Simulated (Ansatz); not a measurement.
`[CH3][InH][CH2]O` + PH₃ → `[CH3][InH][PH2]` + CH₃OH  (ligand exchange at the In–C bond)

Gas-phase electronic energies from Ansatz, PBE0-D4/def2-TZVP geometries. CCSD(T)/CBS adds triple-zeta CCSD(T) − MP2 to the extrapolated MP2 energy (def2 sets, frozen cores). This one scheme is used for every species. def2 core potentials past Kr. For In outer-core shells are correlated without core-valence functions, which leaves a few kJ/mol of doubt a bond. Each species was taken in one conformer, which may not be the lowest.

```
           species  MP2/def2-TZVPP energy (Eh)
`[CH3][InH][CH2]O`                  -344.79012
               PH₃                  -342.65419
 `[CH3][InH][PH2]`                  -571.96012
             CH₃OH                  -115.52185
```

Work out ΔE.

ΔE = (-571.96012) + (-115.52185) − (-344.79012) − (-342.65419) = -0.03766 Eh = -1.02 eV. CCSD(T)/CBS gives -1.02 eV.

Largest T1 diagnostic among the species: 0.013.

From PBE to PBE0 (25 % exact exchange), in def2-TZVPP and without D4, ΔE moves by −0.06 eV. In def2-TZVPP, CCSD(T) changes the Hartree–Fock value by +0.13 eV (the triples alone add +0.01 eV) and MP2 by +0.09 eV.
